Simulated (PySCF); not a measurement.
**A ladder for the ionisation energy of Br⁺**

Br⁺ [Ar] 3d10 4s2 4p4 (3P) → Br²⁺ [Ar] 3d10 4s2 4p3 (4S). Scalar values calculated with PySCF 2.14 in aug-cc-pVQZ-DK (spin-free X2C; valence: [Ar] 3d10 frozen). The spin-orbit shift comes from two-component X2C-1e calculations (generalised Hartree-Fock, GHF, and MP2 on its spinors, GMP2) in x2c-QZVPPall-2c: GMP2 gives 21.179 eV without and 21.358 eV with screened spin-orbit coupling, a shift of 0.180 eV (GHF: 0.185 eV). Sums use unrounded values; where a UHF row is shifted, it takes the GHF shift.

```
           method  scalar (eV)
              UHF       20.239
    MP2 (valence)       21.056
SCS-MP2 (valence)       21.149
   CCSD (valence)       21.181
CCSD(T) (valence)       21.213
              LDA       21.656
              PBE       21.369
             PBE0       21.381
           r2SCAN       21.446
          LC-wPBE       21.524
          wB97X-V       21.524
            wB97X       21.527
           revPBE       21.294
```

(1) Form a composite estimate from CCSD(T) (valence) and the spin-orbit shift, and compare it with the reference, 21.591 eV (measured; NIST Atomic Spectra Database, ionization energies).

The errors of the correlated levels include the incompleteness of the basis and the frozen core, so a lower level can come closer by cancellation.

Results:

(1) 21.213 + (0.180) = 21.393 eV, an error of -0.198 eV.
